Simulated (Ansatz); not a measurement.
Reaction (hydrogenolysis of the Si–F bond): `CS[Si](O)(O)F` + H₂ → `CS[SiH](O)O` + H–F

Computed with Ansatz on PBE0-D4/def2-TZVP structures; ΔE is electronic, products minus reactants. CCSD(T)/CBS adds triple-zeta CCSD(T) − MP2 to the extrapolated MP2 energy (def2 sets, frozen cores). This one scheme is used for every species. Functionals use def2-TZVPP. Each species was taken in one conformer, which may not be the lowest.

`CS[Si](O)(O)F`:

Cartesian coordinates in Å:
```
C -0.302 1.605 -1.150
S -0.868 1.099 0.504
Si 0.141 -0.732 0.659
O -0.041 -1.359 2.147
O -0.420 -1.778 -0.447
F 1.699 -0.504 0.381
H -0.749 2.579 -1.344
H -0.641 0.898 -1.905
H 0.783 1.698 -1.178
H 0.357 -0.893 2.884
H 0.040 -2.613 -0.550
```

H₂:

Cartesian coordinates in Å:
```
H 0.335 0.011 -0.164
H -0.335 -0.011 0.164
```

`CS[SiH](O)O`:

Cartesian coordinates in Å:
```
C 0.948 1.655 -0.413
S 0.838 0.467 0.958
Si -0.712 -0.768 0.191
O -1.150 -1.778 1.404
O -0.280 -1.668 -1.100
H 1.630 2.442 -0.097
H 1.342 1.179 -1.310
H -0.026 2.096 -0.626
H -1.814 0.079 -0.315
H -1.214 -1.411 2.287
H 0.437 -2.293 -0.979
```

H–F:

Cartesian coordinates in Å:
```
F 0.177 0.423 0.038
H -0.177 -0.423 -0.038
```

```
             level  ΔE (kJ/mol)
           PBE0-D4        129.2
              PBE0        126.9
     HF/def2-TZVPP        137.5
SCS-MP2/def2-TZVPP        135.6
   CCSD/def2-TZVPP        133.2
CCSD(T)/def2-TZVPP        133.9
    MP2/def2-QZVPP        136.8
    CCSD/CBS(def2)        133.3
```

Problem. What does CCSD(T)/CBS give? (An estimate is asked.)

Solution. Computed: +134.0 kJ/mol. The listed levels differ from it by -4.8, -7.1, 3.5, 1.6, -0.8, -0.1, 2.8, -0.7 kJ/mol.

Largest T1 diagnostic among the species: 0.011.

The D4 term adds +4.5 kJ/mol with B3LYP and +2.3 kJ/mol with PBE0; it sums over pairs of atoms, weighted by their polarisabilities, and B3LYP, whose exchange is more repulsive, gets the larger term.

CCSD(T)/CBS has its own doubt, a few kJ/mol and more with outer-core shells, so smaller differences from it don't rank the levels.

B3LYP here is the variant with VWN-RPA as its local correlation; programs differ in this.
